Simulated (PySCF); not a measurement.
SMILES Cl[Si](Cl)(C(C)C)Cl (C₃H₇Cl₃Si), PBE0/def2-SVP optimised geometry.

```
14

C      0.12    -0.57    -2.79
C     -0.41    -1.16    -1.49
C     -1.94    -1.24    -1.46
Si     0.25    -0.25     0.00
Cl     2.31    -0.25     0.00
Cl    -0.38    -1.13     1.75
Cl    -0.39     1.71     0.00
H     -0.23    -1.15    -3.65
H      1.22    -0.55    -2.82
H     -0.23     0.47    -2.93
H      0.00    -2.19    -1.37
H     -2.39    -0.24    -1.53
H     -2.31    -1.71    -0.54
H     -2.31    -1.83    -2.31
```

Density from PBE0/def2-TZVP (PySCF) at that geometry.

Minimum of the electron density along straight lines between bonded atoms, close to the bond critical point (lines longer than 1.1 times the sum of covalent radii, or with two minima, are not listed):

```csv
bond,length / Å,ρ at the minimum / e bohr⁻³,∇²ρ there / e bohr⁻⁵,position (fraction from the first atom)
C1–C2,1.529,0.241,-0.58,0.50
C2–C3,1.529,0.241,-0.58,0.51
C2–Si4,1.871,0.131,0.13,0.61
Si4–Cl5,2.058,0.101,0.21,0.36
Si4–Cl6,2.058,0.101,0.21,0.36
Si4–Cl7,2.059,0.100,0.21,0.36
C1–H8,1.102,0.271,-0.91,0.64
C1–H9,1.100,0.273,-0.92,0.64
C1–H10,1.102,0.272,-0.91,0.64
C2–H11,1.107,0.268,-0.88,0.64
C3–H12,1.102,0.272,-0.91,0.64
C3–H13,1.100,0.273,-0.92,0.64
C3–H14,1.102,0.271,-0.91,0.64
```
